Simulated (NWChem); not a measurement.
# C$_{2}$H$_{4}$NO, doublet; SMILES CC([NH])=O

```xyz
8

C      0.0137     1.3882     0.0124
C      0.0596    -0.1048     0.1287
N     -0.9744    -0.8060    -0.4334
O      1.0177    -0.7251     0.5737
H      0.0692     1.6740    -1.0490
H     -0.9414     1.7727     0.4010
H      0.8531     1.8330     0.5603
H     -1.0668    -1.7080     0.0516
```
Atoms are numbered in this order, from 1.

Level: PBE0/def2-SVP, spin-unrestricted (NWChem), optimised geometry, unscaled harmonic frequencies. 

Q: List the harmonic frequencies with IR intensities, and the thermochemistry.

A: 
```tsv
frequency (cm⁻¹)	IR intensity (km/mol)
77	1.0
389	44.7
433	64.9
522	41.6
567	36.9
863	2.6
935	70.8
1009	5.9
1113	55.0
1319	10.6
1392	57.2
1431	22.8
1442	10.4
1668	117.3
3072	0.2
3165	0.6
3207	0.5
3492	11.6
```

```yaml
zero_point_energy: 37.3 kcal/mol
thermal correction to the enthalpy at 298.15 K (with zero-point energy): 40.9 kcal/mol
heat capacity Cv: 15.2 cal/(mol K)
"entropy at 298.15 K and 1 atm (symmetry number 1, electronic part: spin degeneracy alone)": 70.7 cal/(mol K)
dipole_moment: 1.73 D
```

Rigid rotor and harmonic oscillator; modes under 100 cm⁻¹ make the entropy uncertain.
